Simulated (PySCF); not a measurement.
Match the calculated data to a structure.

All candidates are C6H8N2.

| technique | computed result |
| --- | --- |
| 1H NMR | chemical shifts (computed TMS as zero) by class: 8.96 (2 H), 7.09 (1 H), 3.10 (2 H), 1.38 (3 H) ppm [GIAO PBE0/pcSseg-1] |
| Dipole | 1.72 D [CAM-B3LYP/def2-SVPD] |
| UV, first state | lowest singlet excitation: 4.48 eV (277 nm, f = 0.004) [TDDFT CAM-B3LYP/def2-SVPD] |
| 13C NMR | chemical shifts (computed TMS as zero) by class: 180.4 (1 C), 163.6 (2 C), 123.2 (1 C), 39.1 (1 C), 18.7 (1 C) ppm [GIAO PBE0/pcSseg-1] |
| Triplet | lowest triplet excitation (Tamm–Dancoff): 3.97 eV [TDA CAM-B3LYP/def2-SVPD] |
| Rotational structure | rotational constants A, B, C: 4.806, 1.612, 1.339 GHz [GFN2-xTB] |

The electronic properties come from PySCF, for the isolated species, density fitting. Levels stand in brackets. The structure is a single GFN2-xTB conformer in the gas phase; no vibrational or solvent corrections. NMR values are class means; diastereotopic atoms form classes of their own.

Problem. Which candidate is it?
A. `Nc1ccccc1N`
B. `CCc1ncccn1`
C. `C=C/C=N\N=C\C=C`

Solution. B. It is `CCc1ncccn1`. Numbering: `[CH3:1][CH2:2][c:3]1[n:4][cH:5][cH:6][cH:7][n:8]1`. Its formula, C6H8N2, gives 4 degrees of unsaturation: 1 ring and 3 π bonds in the structure found (Kekulé form). 6 carbons fall into 5 classes; from least to most shielded: substituted aromatic carbon [C3] (180.4 ppm), aromatic CH next to a ring nitrogen [C5/C7] (163.6 ppm, 2 C), aromatic CH carbon [C6] (123.2 ppm), benzylic-type carbon [C2] (39.1 ppm), methyl carbon [C1] (18.7 ppm). Hydrogen classes from least to most shielded: 2 H on 2 like atoms (aromatic CH next to a ring nitrogen), C5/C7 (8.96 ppm), 1 H on an aromatic CH carbon, C6 (7.09 ppm), 2 H on a benzylic-type carbon, C2 (3.10 ppm), 3 H on a methyl carbon, C1 (1.38 ppm). By its constants the optimised geometry is an asymmetric top.

The others, at the same levels:
- `Nc1ccccc1N` fails: it has 3 carbon classes against 5; its computed 13C shifts are 138.9 (2 C), 124.5 (2 C), 119.5 (2 C) ppm, 1H shifts are 6.94 (2 H), 6.84 (2 H), 2.93 (4 H) ppm and rotational constant A is 3.319 GHz (against 4.806 GHz).
- `C=C/C=N\N=C\C=C` fails: it has 6 carbon classes against 5; its computed 13C shifts are 145.4 (1 C), 134.4 (1 C), 128.8 (1 C), 128.4 (1 C), 125.3 (1 C), 124.8 (1 C) ppm, 1H shifts are 6.77 (1 H), 6.77 (1 H), 6.62 (1 H), 6.41 (1 H), 5.75 (1 H), 5.72 (1 H), 5.70 (1 H), 5.68 (1 H) ppm and lowest singlet excitation is 4.12 eV (301 nm, f = 0.061) (against 4.48 eV).

Each candidate is one conformer, not necessarily the lowest. Dipoles, sizes and rotational constants follow the conformer. The torsions of the flexible species, by atom-mapped SMILES:
- `[CH3:1][CH2:2][c:3]1[n:4][cH:5][cH:6][cH:7][n:8]1`: C1–C2–C3–N4 93°
- `[NH2:1][c:2]1[cH:3][cH:4][cH:5][cH:6][c:7]1[NH2:8]`: H–N1–C2–C3 -144°, H–N1–C2–C3 -15°, H–N8–C7–C6 -143°, H–N8–C7–C6 -15°
- `[CH2:1]=[CH:2]/[CH:3]=[N:4]\[N:5]=[CH:6]\[CH:7]=[CH2:8]`: C1–C2–C3–N4 -178°, C3–N4–N5–C6 105°, N5–C6–C7–C8 178°
